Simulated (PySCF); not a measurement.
Species: CH2BF2, charge -1, multiplicity 1. It need not be the lowest isomer of its formula. Whether it binds its extra electron was not tested at this geometry. SMILES: [CH2-]B(F)F
Geometry from a B3LYP-D3(BJ)/def2-TZVP (Ansatz) optimisation:
```
B
F 1 1.3943
F 1 1.3943 2 108.97
C 1 1.4461 2 125.51 3 180.00
H 4 1.0869 1 122.56 2 -180.00
H 4 1.0869 5 114.88 1 -180.00
```
Charge -1, spin multiplicity 1.

Dispersion corrections to the total energy (kcal/mol) from the dftd3 and dftd4 libraries through PySCF: D3(BJ) without and D4 with the three-body term, each with the damping fitted for the functional named.

| functional | D3(BJ) | D4 |
|---|---|---|
| B2GP-PLYP | -0.92 | -0.83 |
| CAM-B3LYP | (withheld) | -1.67 |
| BP86 | -2.40 | -2.62 |
| PBE0 | -1.32 | (withheld) |
| B2PLYP | -1.23 | (withheld) |
| revPBE | -4.24 | -7.51 |
| PW6B95 | -0.71 | -1.85 |

**Question.** What belongs in the gaps?

**Answer.** 
- CAM-B3LYP, D3(BJ): -1.14
- PBE0, D4: -1.69
- B2PLYP, D4: -1.42
